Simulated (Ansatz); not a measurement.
Consider the redistribution: `CN(C)[Si]Cl` + `O[SiH2][SiH2]CF` → `CN(C)[Si]F` + `O[SiH2][SiH2]CCl`.

Computed with Ansatz on PBE0-D4/def2-TZVP structures; ΔE is electronic, products minus reactants. CCSD(T)/CBS adds triple-zeta CCSD(T) − MP2 to the extrapolated MP2 energy (def2 sets, frozen cores). DFT in def2-TZVPP. One conformer a species, not always the lowest.

```tsv
level	ΔE (eV)
r2SCAN-D4	-0.72
ωB97X-V	-0.76
SCS-MP2/def2-TZVPP	-0.83
HF/def2-QZVPP	-0.79
```

What does CCSD(T)/CBS give? (Best estimate.)

Ansatz gave: -0.82 eV. The listed levels differ from it by 0.10, 0.06, -0.01, 0.03 eV.

Largest T1 diagnostic among the species: 0.013.

From PBE to PBE0 (25 % exact exchange), in def2-TZVPP and without D4, ΔE moves by −0.04 eV.
